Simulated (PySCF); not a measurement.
## Level sweep

C4H6BrCl.
Numbering: `[CH3:1]/[C:2]([Cl:3])=[CH:4]/[CH2:5][Br:6]` (hydrogens: H7, H8, H9 on C1; H10 on C4; H11, H12 on C5)

PySCF, dipoles from the SCF density, polarisabilities from static response with core orbitals frozen. Isolated species at its PBE0-D3(BJ)/def2-SVP geometry (one conformer only). The LDA/def2-SVPD calculation is non-relativistic and has no spin–orbit coupling, an omission that weighs most on bromine.

The anisotropy is √(½[(α1 − α2)² + (α2 − α3)² + (α3 − α1)²]).

| level | μ (D) | α (Å³) | anisotropy (Å³) |
| --- | --- | --- | --- |
| LDA/def2-SVPD | 2.552 | 13.91 | 7.02 |
| PBE/def2-SVPD | 2.504 | 13.81 | 6.97 |
| B3LYP/def2-SVPD | 2.522 | 13.42 | 6.57 |
| PBE0/def2-SVPD | 2.551 | 13.25 | 6.46 |
| BHandHLYP/def2-SVPD | 2.582 | 12.94 | 6.19 |
| CAM-B3LYP/def2-SVPD | 2.524 | 13.12 | 6.22 |
| wB97X-D/def2-SVPD | 2.565 | 13.10 | 6.18 |
| LC-wPBE/def2-SVPD | 2.515 | 12.72 | 5.87 |
| HF/def2-SVPD | 2.721 | 12.58 | 5.95 |
| PBE0/6-31G* | 2.695 | 10.42 | 6.36 |
| PBE0/def2-SVP | 2.445 | 10.48 | 6.12 |
| PBE0/aug-cc-pVDZ | 2.592 | 13.28 | 6.52 |
| PBE0/def2-TZVP | 2.530 | 12.35 | 6.50 |

The dipole runs from 2.45 D (PBE0/def2-SVP) to 2.72 D (HF/def2-SVPD). No reference polarisability is at hand; against PBE0 in the largest diffuse basis at hand (aug-cc-pVDZ) the other PBE0 rows deviate by 6-31G* -22%, def2-SVP -21%, def2-SVPD 0%, def2-TZVP -7%. In one basis (def2-SVPD) the functionals order the polarisability from HF (lowest) to LDA (highest), a spread of 11%. With PBE0 the polarisability is 11.09 Å³ without diffuse functions (mean of 6-31G*, def2-SVP and def2-TZVP) and 13.27 Å³ with them (mean of def2-SVPD and aug-cc-pVDZ).
